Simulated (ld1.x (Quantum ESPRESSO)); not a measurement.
iron, PAW: configuration errors across variants

iron (Fe), PAW, made with ld1.x (Quantum ESPRESSO) 7.5 (LDA (PZ), scalar-relativistic). Core [Ar], reference 3d6 4s2 4p0. Waves: 4s (bound): rcut 2.05, rcutus 2.60 bohr; 4s channel at 0.15 Ry: rcut 2.05, rcutus 2.60 bohr; 4p (bound, empty): rcut 2.40, rcutus 3.00 bohr; 4p channel at 2.15 Ry: rcut 2.40, rcutus 3.00 bohr; 3d (bound): rcut 1.40, rcutus 1.65 bohr; 3d channel at 3.55 Ry: rcut 1.40, rcutus 1.65 bohr. Local part: all-electron potential smoothed inside 1.95 bohr (lloc = -1). Core correction: Bessel-smoothed model core, default radius (core density twice the valence density). Augmentation charge: PSQ, radius 1.15 bohr.

All-electron excitation energies from the reference (eV): (1) 3d6 4s1 4p0 8.981; (2) 3d6 4s0 4p0 25.473; (3) 3d5 4s0 4p0 60.002; (4) 3d6 4s0 4p2 8.613; (5) 3d5 4s2 4p1 8.862; (6) 3d6 4s1.5 4p0 3.596; (7) 3d5 4s2 4p0 14.476; (8) 3d6 4s2 4p0 spin -3.389; (9) 3d6 4s1 4p0 spin 4.814.

Spin tests fill each open shell by Hund’s rule, majority spin first.

The default core radius of the base comes out at 0.88 bohr.

1 further variants failed, have other tests or too few solved ones, and are left out.

Errors AE − PS in meV (a dash: test not solved or not reliable):

```tsv
change	(1)	(2)	(3)	(4)	(5)	(6)	(7)	(8)	(9)	bound ghosts
base	-2.3	-12	-288	-1.0	-135	-0.7	-129	-16	-15	none
waves 4p (bound): rcut 2.40, rcutus 4.08 bohr; 4p channel at 2.15 Ry: rcut 2.40, rcutus 4.08 bohr	-2.3	-12	-288	+0.8	-137	-0.7	-129	-16	-15	none
wave 4p channel at 2.15 Ry: rcut 2.40, rcutus 3.00 bohr becomes 4p channel at 1.25 Ry: rcut 2.40, rcutus 3.00 bohr	-2.3	-12	-288	-1.3	-133	-0.7	-129	-16	-15	none
local potential all-electron potential smoothed inside 3.22 bohr (lloc = -1)	-4.6	-27	-314	-3.3	-146	-1.1	-150	-17	-18	none
all radii but the core radius scaled by about 1.08 (s 2.80, p 3.24, d 1.78 bohr, rcut 2.20/2.58/1.50); local potential all-electron potential smoothed inside 2.10 bohr (lloc = -1); augmentation PSQ, radius 1.24 bohr	-2.6	-14	-290	-3.2	-109	-0.7	-112	-15	-16	none
core correction Bessel-smoothed model core inside 1.24 bohr	-2.3	-12	-288	-1.0	-135	-0.7	-129	-16	-15	none
local potential all-electron potential smoothed inside 2.80 bohr (lloc = -1)	-4.3	-26	-307	-3.2	-143	-1.0	-145	-17	-18	none
type TM; waves now 4s (bound): rc 2.60 bohr; 4p (bound): rc 3.00 bohr; 3d (bound): rc 1.65 bohr	-3.2	-40	-275	-5.9	-89	-0.6	+17	–	+127	none
waves 3d (bound): rcut 0.98, rcutus 1.04 bohr; 3d channel at 3.55 Ry: rcut 0.98, rcutus 1.04 bohr	-1.9	-9.5	-287	-1.0	-134	-0.6	-125	-16	-15	none
waves 4p (bound): rcut 2.40, rcutus 3.38 bohr; 4p channel at 2.15 Ry: rcut 2.40, rcutus 3.38 bohr	-2.3	-12	-288	-1.5	-133	-0.7	-129	-16	-15	none
```

Give the same row for: augmentation PSQ, radius 1.50 bohr.

-2.2, -11, -288, -2.6, -105, -0.7, -108, -15, -15; bound ghosts: none.
